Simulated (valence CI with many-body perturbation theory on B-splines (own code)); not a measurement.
E1 line list for V17+

Method: valence CI with perturbative core correlation (CI+MBPT): four valence electrons over a frozen Dirac-Fock core [He], a basis of 11 s, 11 p, 10 d, 8 f, 5 g, 2 h functions for each j, with the one-electron correlation potential Σ1, the two-electron term Σ2, the three-electron term Σ3, Breit, model QED; selected CI, second order for the rest, scaled by the run's own slope (own B-spline code, finite nucleus).

No measured spectrum was set against this ion. As an estimate, levels of excited configurations hold to 0.05 to 0.15 % of their energy, terms of the ground configuration to about 0.5 %. Among the levels kept, up to 850 cm⁻¹ of a level comes from second order outside the variational space, and about a tenth of that is noise between levels of different J, which matters for small intervals.

Lines 151 to 200 of 551 in falling wavelength, among levels below 887.74 eV, chosen from the strongest by gf and those to the six lowest levels. Wavelengths and rates use the calculated energies, so an error of 400 cm⁻¹ moves a line at 21.16 nm by 0.085 % and its rate by three times that or more. Electric multipoles are in the length gauge with retardation, E1 and E2 with the static RPA response of the core. Weak lines are less certain than strong ones. Lines between different terms over intervals too small for the method are left out, as are lines whose strength nearly cancels. The highest levels of a list are the least certain.

Names give the largest LS component (configuration and term), which can be under half, so a name can repeat, a term be missing and a line seem to break the LS rules; names also repeat where a configuration has a term twice. Letters in brackets count levels of one name in rising energy.

```
λ vac (nm)                Upper                Lower   A (s⁻¹)  S (a.u.)
     21.16         2p3 3s 3D°_2       2s 2p2 3s 3S_1  4.29e+09  1.00e-01
     21.10         2s 2p3 3D°_3         2s2 2p2 1D_2  4.26e+08  1.38e-02
     19.76      2s 2p2 3p 1F°_3       2s2 2p 3p 1D_2  6.11e+09  1.63e-01
     19.48             2p4 3P_1         2s 2p3 3S°_1  8.69e+09  9.52e-02
     18.85          2p3 3p 3D_1  2s 2p2 3p 3D°_1 [b]  7.58e+09  7.51e-02
     18.72          2p3 3p 3D_2  2s 2p2 3p 3D°_2 [b]  4.80e+09  7.77e-02
     18.63      2p3 3p 3D_3 [a]  2s 2p2 3p 3D°_3 [b]  4.66e+09  1.04e-01
     18.44         2p3 3s 3P°_1   2s 2p2 3s 3P_1 [b]  8.17e+09  7.58e-02
     18.40          2p3 3p 1P_1  2s 2p2 3p 1P°_1 [a]  8.02e+09  7.39e-02
     18.20         2p3 3s 3P°_2   2s 2p2 3s 3P_2 [b]  1.60e+10  2.39e-01
     18.17      2p3 3p 3D_3 [b]  2s 2p2 3p 3D°_3 [b]  2.63e+09  5.46e-02
     18.09       2s 2p2 3d 3G_5      2s2 2p 3d 3F°_4  2.50e+09  8.02e-02
     18.04       2s 2p2 3s 3D_3      2s2 2p 3s 3P°_2  7.06e+09  1.43e-01
     17.84         2p3 3s 1P°_1       2s 2p2 3s 1P_1  1.17e+10  9.87e-02
     17.80      2s 2p2 3p 3F°_4       2s2 2p 3p 3D_3  3.77e+09  9.45e-02
     17.76   2s 2p2 3d 3F_4 [b]      2s2 2p 3d 3F°_4  2.43e+09  6.04e-02
     17.64         2s 2p3 3D°_3         2s2 2p2 3P_2  5.09e+09  9.65e-02
     17.58          2p3 3p 1F_3      2s 2p2 3p 1F°_3  9.78e+09  1.84e-01
     17.50      2p3 3p 3D_3 [a]      2s 2p2 3p 3F°_3  6.01e+09  1.11e-01
     17.49             2p4 1D_2         2s 2p3 1D°_2  2.53e+10  3.34e-01
     17.46      2p3 3p 3D_3 [b]      2s 2p2 3p 3F°_4  4.33e+09  7.96e-02
     17.29         2p3 3s 1D°_2       2s 2p2 3s 1D_2  1.93e+10  2.46e-01
     17.20          2p3 3p 3F_4      2s 2p2 3p 3F°_4  1.03e+10  2.34e-01
     17.12  2s 2p2 3p 3D°_3 [b]       2s2 2p 3p 3D_3  2.99e+09  5.19e-02
     17.06         2s 2p3 3D°_2         2s2 2p2 3P_1  6.75e+09  8.27e-02
     17.03         2s 2p3 3D°_1         2s2 2p2 3P_1  1.12e+09  8.19e-03
     16.97         2p3 3s 3D°_2       2s 2p2 3s 3D_3  4.39e+09  5.29e-02
     16.88       2s 2p2 3d 3G_4      2s2 2p 3d 3F°_3  3.07e+09  6.56e-02
     16.84         2p3 3s 3D°_2       2s 2p2 3s 3D_2  5.09e+09  6.00e-02
     16.67         2p3 3s 3D°_3       2s 2p2 3s 3D_3  1.06e+10  1.69e-01
     16.65      2s 2p2 3p 3F°_3       2s2 2p 3p 3D_2  4.57e+09  7.29e-02
     16.49   2s 2p2 3d 3F_3 [b]      2s2 2p 3d 3F°_3  3.61e+09  5.59e-02
     16.37  2s 2p2 3p 1D°_2 [a]       2s2 2p 3p 1P_1  4.93e+09  5.33e-02
     16.36       2s 2p2 3s 3D_2      2s2 2p 3s 3P°_1  6.82e+09  7.37e-02
     16.34       2s 2p2 3d 3G_3      2s2 2p 3d 3F°_2  3.81e+09  5.74e-02
     16.07      2s 2p2 3p 3F°_2       2s2 2p 3p 3D_1  7.36e+09  7.53e-02
     16.00         2s 2p3 3D°_1         2s2 2p2 3P_0  6.90e+09  4.18e-02
     15.95  2s 2p2 3p 3D°_2 [b]       2s2 2p 3p 3D_2  4.82e+09  4.83e-02
     15.93          2p3 3p 3P_1  2s 2p2 3p 3P°_2 [a]  7.98e+09  4.78e-02
     15.93   2s 2p2 3d 3F_2 [b]      2s2 2p 3d 3F°_2  5.34e+09  5.32e-02
     15.46         2p3 3d 5D°_3       2s 2p2 3d 5D_4  8.12e+09  1.04e-01
     15.42         2p3 3d 5D°_4       2s 2p2 3d 5D_4  3.48e+09  5.67e-02
     15.42          2p3 3p 5P_2      2s 2p2 3p 5P°_3  1.11e+10  1.01e-01
     15.37          2p3 3p 3P_2  2s 2p2 3p 3D°_3 [a]  1.57e+10  1.41e-01
     15.29             2p4 1S_0         2s 2p3 1P°_1  5.89e+10  1.04e-01
     15.28  2s 2p2 3p 3D°_1 [b]       2s2 2p 3p 3D_1  9.16e+09  4.84e-02
     15.14          2p3 3p 5P_3      2s 2p2 3p 5D°_4  1.63e+10  1.96e-01
     15.11         2p3 3d 5D°_4       2s 2p2 3d 5F_5  1.65e+10  2.53e-01
     15.01          2p3 3p 5P_1      2s 2p2 3p 5P°_2  1.03e+10  5.17e-02
     15.01         2p3 3d 5D°_2       2s 2p2 3d 5D_3  8.40e+09  7.00e-02
```
